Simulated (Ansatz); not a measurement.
FGaGeH4Si, relaxed with RKS PBE0-D4/def2-TZVP in Ansatz from a PBE-D4/def2-SVP geometry. The force threshold is 0.005 eV/Å; the program also tests the step.

The species carries charge 0 and has multiplicity 1. The bonds changed during the relaxation, so this is another structure than the one it started from.

Start:

```xyz
8

F     1.934    0.676   -1.150
Si    0.325    0.624   -0.795
Ga   -0.410    0.070    2.056
Ge   -0.385   -1.675   -0.246
H    -0.445    1.142   -1.982
H     0.111    1.723    0.267
H    -1.597   -0.957    0.663
H     0.466   -1.603    1.188
```

| step | energy (eV) | largest force (eV/Å) | largest move (Å) |
| --- | --- | --- | --- |
| 1 | -119538.8302 | 0.900 | 0.000 |
| 2 | -119538.8552 | 0.550 | 0.061 |
| 3 | -119538.8689 | 0.175 | 0.028 |
| 4 | -119538.8706 | 0.033 | 0.014 |
| 5 | -119538.8708 | 0.016 | 0.010 |
| 6 | -119538.8710 | 0.026 | 0.006 |
| 7 | -119538.8710 | 0.018 | 0.017 |
| 8 | -119538.8711 | 0.008 | 0.003 |
| 9 | -119538.8711 | 0.003 | 0.001 |

End:

```xyz
8

F     1.895    0.665   -1.151
Si    0.326    0.642   -0.791
Ga   -0.437    0.019    2.083
Ge   -0.378   -1.640   -0.235
H    -0.430    1.121   -1.979
H     0.145    1.743    0.234
H    -1.595   -0.964    0.661
H     0.473   -1.587    1.179
```

It took 35 s on 4 threads of an Intel Xeon Platinum 8259CL on a shared host, with 0.66 GiB of host memory at the peak.
